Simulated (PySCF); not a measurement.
Ionisation energies (eV) were calculated with PySCF 2.14 by LDA, PBE0, MP2 (valence), in another order, as differences of total energies without spin-orbit coupling. The measured values are between term centres (NIST).

| species | measured | A | B | C |
| --- | --- | --- | --- | --- |
| Sc (aug-cc-pVTZ-DK, spin-free X2C) | 6.562 | 6.685 | 6.106 | 6.378 |
| Co (aug-cc-pVTZ-DK, spin-free X2C) | 7.869 | 7.892 | 7.429 | 7.872 |
| As (aug-cc-pVTZ-PP with ECP10MDF, ECP) | 10.008 | 9.983 | 9.905 | 9.914 |
| In⁺ (aug-cc-pVTZ-PP with ECP28MDF, ECP) | 18.870 | 19.496 | 17.646 | 18.716 |
| Sn (aug-cc-pVTZ-DK3, spin-free X2C) | 7.389 | 7.420 | 7.156 | 7.310 |
| Sn⁺ (aug-cc-pVTZ-DK3, spin-free X2C) | 14.282 | 14.400 | 13.947 | 14.252 |
| Ir (aug-cc-pVTZ-PP with ECP60MDF, ECP) | 8.926 | 9.349 | 8.701 | 8.636 |
| Pb⁺ (aug-cc-pVTZ-PP with ECP60MDF, ECP) | 13.869 | 13.916 | 13.385 | 13.732 |

Q: Which column is which method?

A: A is LDA (mean error 0.17 eV); B is MP2 (valence) (mean error -0.44 eV); C is PBE0 (mean error -0.12 eV). LDA overbinds the outer electron and comes out highest. Valence MP2 in a finite basis recovers only part of the missing correlation, so it stays below experiment on average. PBE0, with a quarter of exact exchange, lies close to experiment on average.
